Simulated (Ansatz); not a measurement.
Ansatz (a first-principles code) input (CCSD(T)/cc-pV5Z):

Ansatz 0.2 input:
```yaml
crystal:
  periodic: [false, false, false]
  atoms:
    - {symbol: F, position_ang: [-1.55402530, -1.36231165, -0.32154742]}
    - {symbol: Ge, position_ang: [-0.75566817, -0.00355206, 0.41921603]}
    - {symbol: F, position_ang: [-1.55101592, 1.37215465, -0.29295335]}
    - {symbol: Br, position_ang: [1.48933578, 0.00071655, -0.22526874]}
basis:
  gaussian:
    orbitals: cc-pV5Z
magnetization: {spin_polarized: true, initial_magnetization: 1}
correlation: {method: ccsd_t, electrons: outside_noble_gas}
```

End of the output:

```
integrals: 9.84 GiB planned
2516 factors; integrals over basis functions are off by at most 5.6e-4 eV
4.52 GiB of device memory are held for the factors and their scratch space
mean field: 3.79 GiB planned
mean field evaluation 1: about -131888.9534 eV, gradient 2.9e1 eV
mean field evaluation 2: about -131888.9555 eV, gradient 2.9e1 eV
mean field evaluation 4: about -131892.1913 eV, gradient 2.6e0 eV
mean field evaluation 8: about -131892.3083 eV, gradient 2.4e-1 eV
mean field evaluation 16: about -131888.9537 eV, gradient 2.9e1 eV
mean field evaluation 32: about -131889.1711 eV, gradient 1.4e-1 eV
mean field evaluation 64: about -131889.0223 eV, gradient 2.6e-3 eV
mean field evaluation 96: about -131889.1729 eV, gradient 3.1e-4 eV
mean field -131892.30986869 eV, -4846.9529878559 hartree, gradient 2.4e-6 eV, S^2 0.763096; 2 other end points of the search recorded, 0 dependent functions left out
determinant -131892.30986869 eV, -4846.9529878559 hartree, with singles and doubles -131916.14345776 eV, -4847.8288560991 hartree
determinant -131889.17289474 eV, -4846.8377061894 hartree, with singles and doubles -131912.97776452 eV, -4847.7125190182 hartree
determinant -131889.02226089 eV, -4846.8321704974 hartree, with singles and doubles -131912.90834234 eV, -4847.7099678004 hartree
30 core orbitals not correlated
reference -131892.30986869 eV, -4846.9529878559 hartree; 13, 12 occupied and 347, 348 virtual orbitals, 2516 factors
second order -23.43611944 eV of doubles, -0.00000000 eV of singles
coupled cluster: 72.77 GiB planned
cycle   1  -23.41418409 eV  change    -2.5e0 eV  update   2.9e-2
cycle   2  -23.48623847 eV  change   -7.2e-2 eV  update   6.8e-3
cycle   3  -23.48159728 eV  change    4.6e-3 eV  update   3.6e-3
cycle   4  -23.48124042 eV  change    3.6e-4 eV  update   1.4e-3
cycle   5  -23.48215273 eV  change   -9.1e-4 eV  update   8.0e-4
cycle   6  -23.48259307 eV  change   -4.4e-4 eV  update   3.6e-4
cycle   7  -23.48250908 eV  change    8.4e-5 eV  update   1.6e-4
cycle   8  -23.48259615 eV  change   -8.7e-5 eV  update   6.9e-5
cycle   9  -23.48256966 eV  change    2.6e-5 eV  update   3.3e-5
cycle  10  -23.48254587 eV  change    2.4e-5 eV  update   1.7e-5
perturbative correction -0.92319400 eV, -0.0339267537 hartree
Total energy: -131916.71560856 eV, -4847.8498822532 hartree
```

It need not be the lowest isomer of its formula.
